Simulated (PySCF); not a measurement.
H4Zr, SMILES [ZrH4-], charge -1, multiplicity 2.

Geometry optimised at r2SCAN-D4/def2-TZVPD. The geometry has at least one imaginary mode, so it is a saddle point at that level. The multiplicity is an assumed one; other spin states were not compared. The def2 effective core potentials stand for the cores of Zr; spin–orbit coupling is left out.

The numbers are results of PySCF with PBE/def2-TZVPD, not measurements.

Gas-phase values at a fixed geometry. A positive occupied level means that this level leaves the electron formally unbound; only the finite basis holds it.

### Question
Estimate the frontier levels, dipole moment and polarisability. (An estimate is asked for; the answer gives what the named calculation found.)

### Answer

```yaml
"α spin, highest occupied and lowest empty level": 1.83 and 2.21 eV
"β spin, highest occupied and lowest empty level": -1.17 and 2.52 eV
dipole_moment_about_the_centre_of_nuclear_charge: 0.00 D
mean_static_polarisability: 106.7 bohr³ (15.81 Å³)
polarisability_principal_values: 79.9, 79.9, 160.2 bohr³
"⟨S²⟩": 0.753 (pure state 0.75)
```
